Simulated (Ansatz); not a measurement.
`[OH][GaH][Br]` + H₂S → `[OH][GaH][SH]` + HBr at 400 K and 1 bar (ligand exchange at a Ga–Br bond).

Calculated with Ansatz (gas phase, PBE0-D4/def2-TZVP geometries, no zero-point term in ΔE). CBS: MP2 limit from def2 TZ/QZ plus the TZ coupled-cluster correction, frozen cores. This one scheme is used for every species. For Br, Ga outer-core shells are correlated without core-valence functions, which leaves a few kJ/mol of doubt a bond. Scalar relativity is left out up to krypton. One conformer a species, not always the lowest.

```tsv
species	CCSD(T)/CBS energy (Eh)	H − E (kJ/mol)	S (J/(mol·K))
`[OH][GaH][Br]`	-4573.71961	79.1	332.9
H₂S	-398.97279	53.4	215.9
`[OH][GaH][SH]`	-2398.75721	103.6	333.9
HBr	-2573.91920	27.6	207.2
```

H − E and S are ideal-gas, rigid-rotor, harmonic terms from PBE0-D4/def2-TZVP, for one conformer and one mirror image of each species. 1 Eh = 2625.50 kJ/mol, R = 8.31446 J/(mol·K).

Question: By hand: ΔE, ΔH, ΔS and ΔG.

Answer: ΔE = (-2398.75721) + (-2573.91920) − (-4573.71961) − (-398.97279) = 0.01599 Eh = 42.0 kJ/mol. Δ(H − E) = 103.6 + 27.6 − 79.1 − 53.4 = -1.3, so ΔH = 40.7 kJ/mol. ΔS = 333.9 + 207.2 − 332.9 − 215.9 = -7.7 J/(mol·K). ΔG = 40.7 − 400 × (-7.7)/1000 = 43.8 kJ/mol.

Question: By hand: the equilibrium constant, and the temperature at which ΔG would vanish if ΔH and ΔS stayed fixed.

Answer: log₁₀ K = −ΔG/(RT ln 10) = -5.7. ΔH and −TΔS have one sign here, so there is no such temperature.

The number of gas molecules stays the same, so ΔS is small and ΔH decides. A doubt of 5 kJ/mol in ΔE shifts log₁₀ K by 0.7 here. Other conformers and mirror images would add mixing entropy, several J/(mol·K) or more a flexible species. These are equilibria of isolated gas molecules and say nothing of rates. Largest T1 diagnostic: 0.014 (customary marks: 0.02 for closed shells, 0.045 for open ones).

ΔS is within the doubt of such terms, so its sign, and with it that verdict, could turn.
